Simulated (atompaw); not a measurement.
# LDA (PW92) PAW (atompaw) dataset for Er (Z = 68), scalar-relativistic all-electron reference.

Input for atompaw 4.2.0.5:

```
Er 68
LDA-PW scalarrelativistic loggrid 2001 logderivrange -2 5 176
6 6 5 4 0 0
6 0 1
6 1 1
5 2 0
4 3 12
0 0 0
c
c
c
c
c
v
c
c
c
c
v
c
c
v
v
3
3.00 2.50 2.55 2.00
y
0.5
n
y
0.3
n
y
0.4
n
y
1.3
n
custom polynom2 7 10 vanderbiltortho besselshape
bessel
3.00
3.00
3.00
3.00
3.00
3.00
0.65
0.65
PWSCFOUT
UPFDX 0.0125d0 UPFXMIN -7.d0 UPFZMESH 68.d0
END
```

Command:

```bash
atompaw < Er.input > Er.log
```

Output (summary file):

```
[... start of the log left out ...]
         rc =    3.0020980371954722
        irc =         1518
   rc_shape =    2.5158164188887557
    rc_vloc =    2.5502484815734632
    rc_core =    2.0103416422178020
   Vloc: truncated form - Vps(r)=A.sin(qr)/r for r<rc
   Projector type: improved polynomial pseudization + Vanderbilt ortho.
   Bessel compensation charge shape zeroed at   2.5158E+00

 Number of basis functions     8
 No.   n  nodes  l      Energy         Cp coeff         Occ
  1    6    5    0   -0.3582420E+00  0.1377328E+03  0.1000000E+01
  2  999    6    0    0.5000000E+00  0.1115139E+02  0.0000000E+00
  3    6    4    1   -0.1363214E+00  0.1991425E+04  0.1000000E+01
  4  999    5    1    0.3000000E+00  0.1627300E+03  0.0000000E+00
  5    5    2    2   -0.1601838E+00 -0.1174060E+03  0.0000000E+00
  6  999    3    2    0.4000000E+00 -0.1083501E+01  0.0000000E+00
  7    4    0    3   -0.3591430E+00 -0.2168777E+00  0.1200000E+02
  8  999    1    3    0.1300000E+01 -0.1490780E+01  0.0000000E+00

 Eigenvalues of overlap operator (in the basis of projectors):
    1       -2.99570136E-05
    2        7.85882276E-02
    3        2.16855314E-01
    4        1.58617272E+00
    5        1.81518031E+02
    6        6.10153583E+02
    7        1.64101880E+03
    8        2.94658356E+04

The overlap operator has at least one negative eigenvalue!
It might be not positive definite...
Program is stopping.
This probably means that your projectors are too similar
or that your PAW basis is incomplete.
Advice: try to change your input parameters (f.i. : reference energies).
```

The run stopped because the overlap operator built from these waves and projectors is not positive definite.

The run took about 39 s on one core of a shared server CPU.
